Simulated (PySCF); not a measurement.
F6Mo, SMILES [F][Mo-]([F])([F])([F])([F])[F] (connectivity only; charge and spin as stated), charge -1, multiplicity 2.

Geometry optimised at PBE0-D3(BJ)/def2-SVPD. The spin state was assumed, not searched. The def2 effective core potentials stand for the cores of Mo; spin–orbit coupling is left out.

Two levels are set side by side: PBE/def2-SVPD (PySCF) and PBE0/def2-SVPD (PySCF). Same geometry, gas phase. Differences are taken from unrounded values.

| quantity | PBE |
|---|---|
| α-spin orbital gap (eV) | 0.14 |
| β-spin orbital gap (eV) | 4.62 |
| mean polarisability (bohr³) | 57.5 |

Task: These are the PBE values. What does PBE0 give? (An estimate is asked for; the answer gives what the named calculation found.)

Result: 
```json
[
 {"quantity": "α-spin orbital gap (eV)", "PBE0": "2.99", "PBE minus PBE0": "-2.85"},
 {"quantity": "β-spin orbital gap (eV)", "PBE0": "7.30", "PBE minus PBE0": "-2.67"},
 {"quantity": "mean polarisability (bohr³)", "PBE0": "52.3", "PBE minus PBE0": "5.2"}
]
```

PBE's more diffuse valence density responds more strongly to a field. Differences between two approximate levels are no errors against the true value.

Rough cost on one machine, each run with all the roots and properties that it gave: PBE0 against PBE within a factor of 2.
